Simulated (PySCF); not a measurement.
B3LYP has the VWN-RPA correlation part, as in Gaussian. Excitations are Tamm–Dancoff values on a coarser integration grid. The basis has no diffuse functions, so Rydberg states are missing or too high.

Z-matrix (Å, degrees):
```
In
O 1 2.0058
H 2 0.9623 1 113.32
N 1 2.0318 2 113.36 3 -168.99
H 4 1.0113 1 116.21 2 -151.85
H 4 1.0121 5 108.69 1 -129.88
N 1 2.0407 2 118.49 3 -1.24
H 7 1.0120 1 115.56 2 160.35
H 7 1.0120 8 108.30 1 130.50
```
Charge 0, spin multiplicity 1.

Task: What is the computed S1 excitation (TDA), LUMO, HOMO–LUMO gap, total energy and dipole moment (B3LYP-D3(BJ)/def2-TZVP (PySCF 2.14.0))?

Result: 
The S1 excitation (TDA) is 4.53 eV. The LUMO comes out as -1.51 eV, the HOMO–LUMO gap is 5.33 eV and the total energy is -10287.64 eV. The dipole moment comes out as 2.86 D.
